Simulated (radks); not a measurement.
The numbers below are computed, except where a source is named.
Question: Ionisation of neutral cobalt, [Ar] 3d7 4s2, to Co+, [Ar] 3d8, under several functionals. Scalar-relativistic Kohn-Sham, spin-unpolarised, spherical densities, point nucleus; a radial shooting solver on a logarithmic mesh with Libxc functionals. The NIST Atomic Spectra Database gives 7.881 eV (measured). Rank these functionals by the error of their Delta-SCF ionisation energy: LDA (Slater exchange, Perdew-Wang correlation); exchange-only PBE; XLYP; HCTH/407; PBEsol.

Answer: From best to worst: LDA (Slater exchange, Perdew-Wang correlation) 6.690 eV (-1.191); XLYP 6.670 eV (-1.211); PBEsol 6.423 eV (-1.458); exchange-only PBE 6.270 eV (-1.611); HCTH/407 5.988 eV (-1.893). Spin polarisation and multiplet splitting are left out, so open shells lie too high by an amount that depends on their filling.

Beside tabulated values, note that spin-unpolarised runs miss the spin-polarisation part of the exchange energy of open shells.
